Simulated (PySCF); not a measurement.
Molecule: SMILES C1C[SiH2][SiH2]C1, C3H10Si2.

Geometry (Å), atoms numbered from 1 in this order:
```xyz
15

C     0.216   -1.247   -0.347
C    -1.155   -0.813    0.174
Si   -1.347    1.076   -0.075
Si    0.933    1.452    0.001
C     1.340   -0.402    0.256
H     0.235   -1.144   -1.436
H     0.383   -2.306   -0.121
H    -1.222   -1.053    1.237
H    -1.936   -1.388   -0.325
H    -2.020    1.336   -1.355
H    -2.213    1.633    0.971
H     1.504    2.245    1.096
H     1.569    1.929   -1.235
H     1.414   -0.619    1.324
H     2.294   -0.691   -0.187
```

Frames of a GFN2-xTB Langevin trajectory at 400 K; GIAO PBE0/pcSseg-1 shieldings in PySCF 2.14.0 with density-fitted response routines, gas phase, non-relativistic; equivalent atoms averaged within each frame.

References, each an isolated molecule treated in the same way: ¹³C (186.93 ppm), ²⁹Si (349.16 ppm), ¹H (31.72 ppm) vs TMS. The references are static minima.

Question: How do the shifts (ppm) fluctuate along the trajectory?

Answer: 
```
         time (fs)    C1  C2/C5  Si3/Si4  H10/H11/H12/H13  H6/H7  H8/H9/H14/H15
optimised geometry  28.9   14.5    -73.7             3.80   1.77           1.05
               250  31.9   18.5    -69.0             3.99   2.57           1.22
               425  32.2   23.2    -67.1             4.37   1.79           1.69
               625  26.8   19.3    -72.4             3.52   1.65           1.26
               800  34.3   16.2    -73.1             3.83   3.05           1.99
              1000  25.8   18.1    -75.1             4.24   1.76           1.66
    mean of frames  30.2   19.1    -71.3             3.99   2.17           1.57
standard deviation   3.7    2.6      3.2             0.34   0.61           0.32
```

5 frames give an uncertainty of the mean of about the standard deviation over 2.2 at best, since frames this close in time may not be independent; classical motion lacks zero-point vibration, and the reference would need the same averaging.
